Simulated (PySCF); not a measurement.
**Structure elucidation problem**

An unknown has the formula CH$_{3}$ClF$_{2}$Si. Its calculated NMR data are:

1H NMR (600 MHz, computed): δ 0.53 (m, 3H).

13C{1H} NMR (computed): δ -2.2 (CH3).

[PySCF 2.14: B97-2/pcSseg-2 with gauge-including orbitals; PBE0-D3(BJ)/def2-TZVP geometry; fast rotation and ring inversion assumed for equivalent nuclei; gas phase; relativity neglected; one conformer]

References, each an isolated molecule treated in the same way: 1H (σ = 31.64 ppm) and 13C (σ = 185.38 ppm) against TMS.

Problem. What is the structure?

Solution. 
Rings plus π bonds: 0. Carbon types of the structure: 1 × CH3, which accounts for all hydrogens. δC -2.2: methyl carbon bonded to Si; an electropositive neighbour leaves it electron-rich and shielded. δH 0.53: hydrogen on a methyl carbon bonded to Si; an electropositive neighbour shields it, as in TMS itself.

Structure: `C[Si](F)(F)Cl`.

The data come from this structure; uniqueness wasn't tested.

Splittings by 19F in the carbon and heteronuclear signals aren't shown, as no couplings were computed. Shifts are as computed. Against solution values, carbons near 30 ppm lie about +3 ppm off and those near 130 ppm about +7 ppm. Of 1211 compounds with measured shifts, 218 miss one by over three times the rms of a fit or turn the order of signals round; such compounds aren't used in these exercises.
